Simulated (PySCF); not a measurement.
A structure optimised at ωB97X-D3(BJ)/def2-SVP, used in a PySCF frequency run:

```xyz
6

B      0.0000     0.0000    -0.3493
Cl     0.0000     1.5254     0.5437
Cl     0.0000    -1.5254     0.5437
N      0.0000     0.0000    -1.7398
H      0.0000    -0.8557    -2.2805
H      0.0000     0.8557    -2.2805
```

Q: Write its SMILES, formula and point group.

A: NB(Cl)Cl, BCl2H2N, C2v

Q: What are its rotational constants (standard atomic weights)?

A: 6.7551, 3.0362, 2.0947 GHz
